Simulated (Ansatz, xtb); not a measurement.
C4H4ClNS: 10 structures ranked

10 gas-phase structures of C4H4ClNS, from a drawn sample of its isomers (lower ones may exist). Each was relaxed with GFN2-xTB:

A. `Cc1cc(Cl)sn1`, a singlet
B. `Cc1nc(Cl)cs1`, a singlet
C. `Sc1c[nH]cc1Cl`, a singlet
D. `Cc1ncsc1Cl`, a singlet
E. `Nc1ccc(Cl)s1`, a singlet
F. `Nc1ccsc1Cl`, a singlet
G. `Cc1nscc1Cl`, a singlet
H. `Cc1csc(Cl)n1`, a singlet
I. `Cc1ncc(Cl)s1`, a singlet
J. `Cc1sncc1Cl`, a singlet

**Question.** Which do you expect lowest at r2SCAN-D4/def2-SVP, and how would the others follow?

**Answer.** Calculated order at r2SCAN-D4/def2-SVP: B (0.0), H (5.3), I (12.9), D (16.2), G (25.7), F (28.1), J (30.7), C (31.9), A (35.5), E (39.3) kJ/mol. Less than 1 kcal/mol parts I and D; G and F; F and J; J and C; C and A; A and E, so the order within those pairs means little.

Energies above the lowest of each column, in kJ/mol; the last columns are at PBE-D3(BJ)/def2-SVP geometries and were run for some of them only (a dash: not run or not comparable):

```json
{"structure": "B", "GFN2-xTB": "0.0", "HF/STO-3G": "0.0", "r2SCAN-D4/def2-SVP": "0.0", "PBE-D3(BJ)/def2-SVP": "0.0", "CCSD(T)/def2-SVP + ΔMP2/def2-TZVPP": "0.0"}
{"structure": "H", "GFN2-xTB": "8.2", "HF/STO-3G": "6.5", "r2SCAN-D4/def2-SVP": "5.3", "PBE-D3(BJ)/def2-SVP": "4.4", "CCSD(T)/def2-SVP + ΔMP2/def2-TZVPP": "5.0"}
{"structure": "I", "GFN2-xTB": "9.4", "HF/STO-3G": "9.4", "r2SCAN-D4/def2-SVP": "12.9", "PBE-D3(BJ)/def2-SVP": "11.4", "CCSD(T)/def2-SVP + ΔMP2/def2-TZVPP": "13.9"}
{"structure": "D", "GFN2-xTB": "12.7", "HF/STO-3G": "11.4", "r2SCAN-D4/def2-SVP": "16.2", "PBE-D3(BJ)/def2-SVP": "12.6", "CCSD(T)/def2-SVP + ΔMP2/def2-TZVPP": "13.4"}
{"structure": "G", "GFN2-xTB": "10.6", "HF/STO-3G": "20.6", "r2SCAN-D4/def2-SVP": "25.7", "PBE-D3(BJ)/def2-SVP": "23.2", "CCSD(T)/def2-SVP + ΔMP2/def2-TZVPP": "9.0"}
{"structure": "F", "GFN2-xTB": "62.1", "HF/STO-3G": "62.8", "r2SCAN-D4/def2-SVP": "28.1", "PBE-D3(BJ)/def2-SVP": "29.5", "CCSD(T)/def2-SVP + ΔMP2/def2-TZVPP": "–"}
{"structure": "J", "GFN2-xTB": "16.0", "HF/STO-3G": "25.2", "r2SCAN-D4/def2-SVP": "30.7", "PBE-D3(BJ)/def2-SVP": "–", "CCSD(T)/def2-SVP + ΔMP2/def2-TZVPP": "–"}
{"structure": "C", "GFN2-xTB": "24.1", "HF/STO-3G": "64.6", "r2SCAN-D4/def2-SVP": "31.9", "PBE-D3(BJ)/def2-SVP": "–", "CCSD(T)/def2-SVP + ΔMP2/def2-TZVPP": "–"}
{"structure": "A", "GFN2-xTB": "22.5", "HF/STO-3G": "32.4", "r2SCAN-D4/def2-SVP": "35.5", "PBE-D3(BJ)/def2-SVP": "–", "CCSD(T)/def2-SVP + ΔMP2/def2-TZVPP": "–"}
{"structure": "E", "GFN2-xTB": "63.3", "HF/STO-3G": "65.6", "r2SCAN-D4/def2-SVP": "39.3", "PBE-D3(BJ)/def2-SVP": "–", "CCSD(T)/def2-SVP + ΔMP2/def2-TZVPP": "–"}
```

Every level run on B puts it lowest or level with the lowest. CCSD(T)/def2-SVP + ΔMP2/def2-TZVPP orders those it was run on as B (0.0), H (5.0), G (9.0), D (13.4), I (13.9) kJ/mol. Less than 1 kcal/mol parts H and G; D and I, so the order within those pairs means little. Flexible structures stand in one conformer each, not always the lowest. Frequencies (GFN2-xTB) were run for B, D, G, H, I alone. The ΔMP2 step shifts differences by up to 16.1 kJ/mol, which makes them less sure. ΔMP2 is the change of the MP2 energy from the smaller to the larger basis.

Over these structures GFN2-xTB departs from r2SCAN-D4/def2-SVP by 12.0 kJ/mol on average once a common shift is removed. A GFN2-xTB relaxation took about 0.097 s and the r2SCAN-D4/def2-SVP energy about 2.3 s on a shared host (Ansatz 0.2.0, xtb 6.7.1).
